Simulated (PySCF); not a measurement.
# Bond energies at CCSD(T)/def2-TZVPP beside a composite method

PySCF, lowest determinants of a PBE0 search. The composite is CCSD(T) extrapolated to the basis-set limit from two correlation-consistent sets, with core-valence (CV) and scalar-relativistic (SR) terms as its label shows; it has no spin–orbit coupling and nothing beyond (T).

| species | state (unpaired electrons) | De CCSD(T) (eV) | De composite (eV) | composite | dissociates to |
| --- | --- | --- | --- | --- | --- |
| PS | doublet (π ↑) | 4.10 | 4.49 | CCSD(T)/CBS(TQ)+SR | P + S |
| AuF | singlet (closed shell) | 2.79 | 2.98 | CCSD(T)/CBS(TQ)+CV | Au (5d10 6s1) + F |
| AsF | triplet (π ↑↑) | 3.95 | 4.12 | CCSD(T)/CBS(DT) | As + F |
| NaS | doublet (π ↑) | 2.41 | 2.57 | CCSD(T)/CBS(DT)+CV+SR | Na + S |
| GeI | doublet (π ↑) | 2.98 | 3.00 | CCSD(T)/CBS(DT) | Ge + I |
| CsF | singlet (closed shell) | 4.81 | 5.28 | CCSD(T)/CBS(DT)+CV | Cs + F |
| BeCl | doublet (σ ↑) | 3.62 | 4.00 | CCSD(T)/CBS(TQ)+CV+SR | Be + Cl |
| C2 | triplet (σ ↑, π ↑) | 5.97 | 6.23 | CCSD(T)/CBS(TQ)+CV+SR | C + C |

Problem. Does CCSD(T) bind more or less than the composite, by how much on average, and where is the difference largest?

Solution. CCSD(T)/def2-TZVPP binds less on average, method and basis taken together: the mean signed difference is -0.26 eV and the mean absolute one 0.26 eV; it is largest for CsF (-0.47 eV).

The molecules are drawn from runs that passed checks on state, spin purity and fit, so the hardest cases are missing and the errors look smaller than over all diatomics.

Correlated steps freeze the inner cores (1 to 24 orbitals); shallow outer-core shells are correlated. UHF and ROHF references stand side by side, which adds small steps between rows. These are scalar-relativistic numbers at best; spin–orbit coupling would shift them, the dissociation energy most. Where the molecule has an RHF reference, its open-shell atoms are computed with UHF. The CCSD T1 diagnostic is raised in AuF, a sign that a single reference may not be enough there. States were picked by a PBE0 search and need not be the measured ground states.
